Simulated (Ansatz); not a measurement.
A family of molecules: the atomisation energy (no zero-point term)

Gas-phase molecules, one atom swapped for its congeners: GaH(CH3)2(OH2); GaH(CH3)2(SH2); GaH(CH3)2(SeH2). All are singlets with charge 0.

Shapes, held fixed at every level: PBE0-D4/def2-TZVP. Flexible molecules stand in one conformer, not always the lowest. Programs: Ansatz 0.2.0. Values in eV.

| level | GaH(CH3)2(OH2) | GaH(CH3)2(SH2) | GaH(CH3)2(SeH2) |
| --- | --- | --- | --- |
| HF/def2-TZVPP | 33.64 | 32.25 | 31.43 |
| PBE-D4/def2-TZVPP | 45.67 | 43.39 | 42.56 |
| wB97M-V/def2-TZVPP | 45.45 | 43.28 | 42.29 |
| wB97X-V/def2-TZVPP | 45.43 | 43.31 | 42.44 |
| MP2/def2-SVP | 43.45 | 40.97 | 40.19 |
| MP2/def2-TZVPP | 44.99 | 42.50 | 41.70 |
| CCSD(T)/def2-TZVPP | 44.76 | 42.52 | 41.77 |

At CCSD(T)/def2-TZVPP the atomisation energy falls at every step, from 44.76 to 41.77 eV. Every level shows the same order. Relativity is left out for Ga, Se. Outer-core shells of Ga, Se are correlated in most correlated rows, in sets that cover them unevenly. Spin-orbit coupling, which grows down the group, is left out (summed over each molecule's free atoms 0.09, 0.10, 0.19 eV). Coupled cluster in double- or triple-zeta sets underbinds by a few per cent against its basis-set limit.
